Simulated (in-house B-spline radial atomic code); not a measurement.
Results of a calculation; reference values are marked as such.
**Ghost states of the separable form: O**

O, [He] 2s2 2p4, non-relativistic PBE, spherical and spin-unpolarised, from an all-electron radial atomic-structure program (B-spline basis) (atomic units; all potentials screened as in the neutral atom).

Troullier-Martins channels: 2s (ε = -0.8788, r_c = 0.751 bohr), 2p (ε = -0.3321, r_c = 1.014 bohr). In the Kleinman-Bylander form one channel serves as the local potential, and each other channel l becomes |δV u><u δV|/<u|δV|u>, with δV = V_l − V_local and u the pseudo-orbital. Its strength is E_KB = <u|δV²|u>/<u|δV|u>. By the analysis of Gonze, Stumpf and Scheffler a spurious state lies below the reference level ε if E_KB > 0 and ε is above the second level of the local potential alone, or if E_KB < 0 and ε is above its first. The table's levels are those of angular momentum l in a sphere of 9 bohr, whose wall can lift a shallow ε a little above its free-atom value.

```
local  channel  <u δV u>  <u δV² u>        ε  first local level  second local level
    p        s   0.85819     10.205  -0.8788            -5.0878             -0.1263
    s        p   -1.2579     15.068  -0.3321            -0.0277              0.1501
```

Question: Apply the rule to each row.

Answer: Local p, channel s: E_KB = +11.9, so ε = -0.8788 is set against -0.1263: no ghost. Local s, channel p: E_KB = -12, so ε = -0.3321 is set against -0.0277: no ghost.

Diagonalising the separable Hamiltonian gives:

```json
{"local": "p", "channel": "s", "three lowest levels": "-0.8788, 0.0191, 0.2606", "all-electron, two lowest valence levels": "-0.8788, 0.0191"}
{"local": "s", "channel": "p", "three lowest levels": "-0.3321, 0.0841, 0.3401", "all-electron, two lowest valence levels": "-0.3321, 0.0841"}
```

Question: Which choices of local channel are safe?

Answer: All are free of ghosts. Among the safe choices the second level, which tests transfer, is off by at most 0.0 millihartree (s local), 0.0 millihartree (p local).
